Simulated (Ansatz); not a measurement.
`C[O][Zn]` radical. Total charge 0; spin multiplicity 2. Correlated methods include outer-core shells of Zn, which these sets cover unevenly. Scalar relativity is left out up to krypton.

```xyz
6

C     0.040   -0.011   -0.498
O     0.241   -0.571    0.766
Zn   -0.259    0.188    2.352
H    -1.021    0.147   -0.737
H     0.559    0.949   -0.632
H     0.440   -0.702   -1.251
```

(1) Give the diagnostics of a CCSD(T)/def2-TZVPP run (frozen core, Ansatz). (Estimate.)

## Answers

(1) Computed: T1 = 0.0191, largest single amplitude 0.085, largest double 0.026, (T) share of the correlation energy 2.7 %, 13 CCSD cycles. ⟨S²⟩ of the UHF reference is 0.755 against 0.75 for a pure state. T1 lies under the customary mark of 0.045 for open shells.
